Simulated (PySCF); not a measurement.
**Atomic charges against the basis set**

Compound: C3H8BOP.
Geometry (PBE0-D3(BJ)/def2-SVP, Å), atoms numbered from 1 in this order:
```
atom  x, y, z in Å
O1     1.4976   -0.9778    1.6310
B2     0.8823   -0.4709    0.5312
P3     1.8985   -0.1009   -1.0914
C4    -0.6630   -0.3308    0.5811
C5    -1.4941   -0.3932   -0.6867
C6    -1.3563    0.9010    0.0232
H7     2.4542   -1.0453    1.5581
H8     1.2524    1.1138   -1.4603
H9     3.0111    0.5371   -0.4634
H10   -1.1328   -0.7576    1.4745
H11   -0.9679   -0.5307   -1.6366
H12   -2.4506   -0.9195   -0.6326
H13   -2.2141    1.2802    0.5846
H14   -0.7364    1.6829   -0.4246
```

PBE0 throughout (PySCF), one geometry, spherical d and f functions. The structure is a single PBE0-D3(BJ)/def2-SVP conformer in the gas phase; no vibrational or solvent corrections. Atoms taken as equivalent share a column and are averaged. The first 7 of 10 kinds of atom are listed.

Mulliken charges (e):

| basis | functions | O1 | B2 | P3 | C4 | C5/C6 | H7 | H8/H9 |
| --- | --- | --- | --- | --- | --- | --- | --- | --- |
| STO-3G | 42 | -0.294 | +0.170 | +0.173 | -0.193 | -0.171 | +0.235 | -0.083 |
| 6-31G | 74 | -0.599 | +0.365 | -0.059 | -0.354 | -0.349 | +0.397 | +0.010 |
| pcSseg-0 | 74 | -0.597 | +0.683 | -0.334 | -0.731 | -0.447 | +0.396 | +0.088 |
| 6-31G* | 104 | -0.563 | +0.353 | -0.209 | -0.287 | -0.372 | +0.432 | +0.039 |
| cc-pVDZ | 128 | -0.067 | +0.029 | -0.158 | -0.111 | -0.069 | +0.155 | +0.023 |
| def2-SVP | 128 | -0.106 | +0.010 | -0.119 | -0.142 | -0.090 | +0.190 | +0.004 |
| aug-cc-pVDZ | 214 | -0.513 | +0.521 | -1.014 | +0.775 | +0.992 | +0.226 | +0.390 |
| 6-311+G(2d,p) | 218 | -0.574 | +0.517 | -0.211 | -0.107 | -0.304 | +0.287 | +0.059 |
| def2-TZVP | 240 | -0.382 | +0.225 | -0.277 | -0.210 | -0.217 | +0.325 | +0.071 |
| cc-pVTZ | 296 | -0.207 | +0.088 | -0.168 | -0.090 | -0.224 | +0.205 | +0.030 |
| IGLO-III | 299 | -0.495 | +0.360 | +0.070 | -0.145 | -0.234 | +0.275 | -0.074 |

IAO charges (e):

```csv
basis,functions,O1,B2,P3,C4,C5/C6,H7,H8/H9
STO-3G,42,-0.330,+0.118,+0.149,-0.268,-0.258,+0.273,-0.051
6-31G,74,-0.488,+0.216,-0.044,-0.276,-0.279,+0.360,+0.012
pcSseg-0,74,-0.461,+0.202,-0.064,-0.283,-0.277,+0.354,+0.021
6-31G*,104,-0.499,+0.236,+0.004,-0.279,-0.264,+0.360,-0.011
cc-pVDZ,128,-0.496,+0.226,-0.005,-0.280,-0.267,+0.365,-0.005
def2-SVP,128,-0.490,+0.220,+0.007,-0.276,-0.258,+0.362,-0.009
aug-cc-pVDZ,214,-0.517,+0.235,-0.012,-0.286,-0.275,+0.374,-0.001
"6-311+G(2d,p)",218,-0.519,+0.234,+0.007,-0.288,-0.275,+0.374,-0.008
def2-TZVP,240,-0.518,+0.237,+0.008,-0.288,-0.275,+0.373,-0.009
cc-pVTZ,296,-0.517,+0.238,-0.002,-0.288,-0.276,+0.374,-0.005
IGLO-III,299,-0.522,+0.235,+0.010,-0.289,-0.276,+0.375,-0.008
```

Some averages cover members that differ in this geometry, most widely: H8/H9, Mulliken in aug-cc-pVDZ +0.346 to +0.434; C5/C6, Mulliken in 6-311+G(2d,p) -0.328 to -0.279 e.

Q: Which scheme is steadiest as the basis changes?

A: Largest range over the bases for any column: IAO 0.21 e, Mulliken 1.51 e. IAO charges move least and Mulliken charges most, counted in e. Without the minimal STO-3G basis the ranges are IAO 0.07, Mulliken 1.51 e.

Q: How much do the charges still move between the two largest bases, cc-pVTZ and IGLO-III?

A: At most, over all atoms: Mulliken 0.288 e, IAO 0.012 e.

Q: What do the same runs give for the total energy, the frontier levels and the dipole moment?

A: 
```json
{"basis": "STO-3G", "energy (Eh)": "-553.5984", "HOMO (eV)": "-4.04", "LUMO (eV)": "3.47", "μ (D)": "1.25"}
{"basis": "6-31G", "energy (Eh)": "-560.0759", "HOMO (eV)": "-7.04", "LUMO (eV)": "0.15", "μ (D)": "1.19"}
{"basis": "pcSseg-0", "energy (Eh)": "-559.2795", "HOMO (eV)": "-7.21", "LUMO (eV)": "-0.07", "μ (D)": "1.40"}
{"basis": "6-31G*", "energy (Eh)": "-560.1665", "HOMO (eV)": "-7.02", "LUMO (eV)": "0.23", "μ (D)": "0.98"}
{"basis": "cc-pVDZ", "energy (Eh)": "-560.2118", "HOMO (eV)": "-7.05", "LUMO (eV)": "0.09", "μ (D)": "0.84"}
{"basis": "def2-SVP", "energy (Eh)": "-559.9360", "HOMO (eV)": "-7.09", "LUMO (eV)": "0.04", "μ (D)": "0.87"}
{"basis": "aug-cc-pVDZ", "energy (Eh)": "-560.2290", "HOMO (eV)": "-7.20", "LUMO (eV)": "-0.40", "μ (D)": "0.69"}
{"basis": "6-311+G(2d,p)", "energy (Eh)": "-560.2735", "HOMO (eV)": "-7.22", "LUMO (eV)": "-0.33", "μ (D)": "0.69"}
{"basis": "def2-TZVP", "energy (Eh)": "-560.2919", "HOMO (eV)": "-7.19", "LUMO (eV)": "-0.15", "μ (D)": "0.69"}
{"basis": "cc-pVTZ", "energy (Eh)": "-560.2911", "HOMO (eV)": "-7.17", "LUMO (eV)": "-0.11", "μ (D)": "0.70"}
{"basis": "IGLO-III", "energy (Eh)": "-560.2981", "HOMO (eV)": "-7.18", "LUMO (eV)": "-0.19", "μ (D)": "0.66"}
```

The dipole is fixed by the density alone, so its range of 0.74 D shows that the density itself changes with the basis, not only its division among atoms.
